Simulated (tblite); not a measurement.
Compound: C₄H₇FO₃S.
Cartesian coordinates in Å at the GFN2-xTB level; atoms count from 1:
```
atom  x, y, z in Å
C1    -3.0571   -0.3214    0.2088
C2    -2.0969    0.4624   -0.2405
C3    -0.6782    0.0228   -0.4520
F4    -0.4892   -1.2762   -0.0187
O5     0.1814    0.8400    0.2532
S6     1.7580    0.7727   -0.1760
C7     2.3638   -0.5999    0.8079
O8     2.3419    1.9835    0.2855
O9     1.8173    0.4547   -1.5677
H10   -2.8745   -1.3544    0.4510
H11   -4.0604    0.0423    0.3429
H12   -2.2522    1.5025   -0.4813
H13   -0.3994    0.0175   -1.5199
H14    2.1214   -0.3824    1.8385
H15    1.8822   -1.5055    0.4661
H16    3.4345   -0.6498    0.6630
```

All values are computed: GFN2-xTB (tblite) harmonic vibrations without scaling, gas phase. Errors from tens to a few hundred cm⁻¹ against measured bands are possible. One conformer, not necessarily the lowest.

Harmonic wavenumbers (cm⁻¹): 44.6, 52.4, 82.9, 131.0, 165.6, 233.5, 247.7, 284.2, 309.2, 357.0, 462.1, 466.6, 534.1, 570.1, 633.4, 718.3, 764.7, 846.0, 862.4, 901.6, 923.2, 965.1, 1013.4, 1071.8, 1117.0, 1143.8, 1247.6, 1266.3, 1267.5, 1293.9, 1305.2, 1395.0, 1411.8, 1418.1, 1712.8, 2854.0, 3073.9, 3092.8, 3098.2, 3100.5, 3115.6, 3147.4.

A = 3110, B = 868.5, C = 803.9 MHz; mass 154.010 u (most abundant isotopes); point group C1, symmetry number 1.

**Question.** What is the zero-point energy?

**Answer.** ½Σν̃ = 24351 cm⁻¹ = 69.62 kcal/mol.

**Question.** Entropy at 200 K, 1 bar (ideal gas, RRHO, classical rotation)?

**Answer.** Translation 39.05, rotation 28.19, vibration 21.06: S = 88.3 cal/(mol K).

**Question.** And Cp and H(200 K) − H(0)?

**Answer.** Cp = 29.36 cal/(mol K), of which vibrations give 21.41 (their classical limit is 42 R = 83.5); H(200 K) − H(0) = 3.83 kcal/mol without the zero-point energy, 2.24 from vibrations.

**Question.** What must be added to the electronic energy to get the Gibbs energy at 200 K and 1 bar?

**Answer.** ZPE + [H(200 K) − H(0)] − T·S = 69.62 + 3.83 − 17.66 = 55.79 kcal/mol.

**Question.** Blend soft modes into free rotors: weight 1/[1 + (100 cm⁻¹/ν̃)⁴] for the oscillator and the rest for a rotor with moment μB/(μ + B), μ = h/(8π²ν), B = 10⁻⁴⁴ kg m². What vibrational entropy results?

**Answer.** 19.13 cal/(mol K) in place of 21.06, which changes −T·S at 200 K by +0.39 kcal/mol.

**Question.** How do the functions run with temperature in this model?

**Answer.** 
| T (K) | S (cal/(mol K)) | Cp (cal/(mol K)) | H − H(0) (kcal/mol) | G − H(0) (kcal/mol) | ln q(vib) |
| --- | --- | --- | --- | --- | --- |
| 150 | 80.6 | 24.6 | 2.48 | -9.61 | 3.55 |
| 250 | 95.4 | 34.0 | 5.41 | -18.43 | 6.36 |
| 298.15 | 101.7 | 38.4 | 7.15 | -23.17 | 7.68 |
| 400 | 114.2 | 46.8 | 11.50 | -34.18 | 10.39 |
| 600 | 135.7 | 59.0 | 22.17 | -59.23 | 15.45 |
| 900 | 161.8 | 69.8 | 41.64 | -104.02 | 22.31 |

q(vib) and H(0) count from the zero-point level.

Hindered rotation and anharmonicity are outside this model. Other conformers, if any are populated, would add a mixing term that is left out. The structure is chiral; the term R ln 2 for an equal mix with its mirror image is left out.
